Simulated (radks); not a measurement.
Effect of the nuclear size on neutral mercury, [Hg]. All-electron calculation, Dirac Kohn-Sham, PBE, spin-unpolarised, spherical densities, finite nucleus; Fermi nuclear charge, rms radius 5.4648 fm. Program: a radial shooting solver on a logarithmic mesh with Libxc functionals. The rms radius is varied about that value; shifts are against it.

rms radius (fm),total energy shift (eV),density at nucleus (e/bohr^3),1s1/2 shift (meV),2s1/2 shift (meV),4p1/2 shift (meV),5s1/2 shift (meV),5p1/2 shift (meV),6s1/2 shift (meV),6p1/2 (empty) shift (meV)
4.809,-24.3,2.449e+06,-9720,-1450,-1.35,-16.2,0.454,-1.08,0.315
5.1314,-12.6,2.385e+06,-5030,-750,-0.702,-8.41,0.235,-0.557,0.163
5.4648,0,2.324e+06,0.000,0.000,0.000,0.000,0.000,0.000,0.000
5.9074,17.4,2.251e+06,6970,1040,0.979,11.6,-0.324,0.771,-0.226
6.0331,22.5,2.231e+06,9000,1340,1.27,15.0,-0.418,0.996,-0.292

Slopes of the eigenvalues against <r^2> in GHz/fm^2, as finite differences over the two radii next to the reference (eigenvalue slopes, not the field-shift constants of lines): 1s1/2 339000, 2s1/2 50500, 4p1/2 47.4, 5s1/2 566, 5p1/2 -15.8, 6s1/2 37.5, 6p1/2 (empty) -11.0.
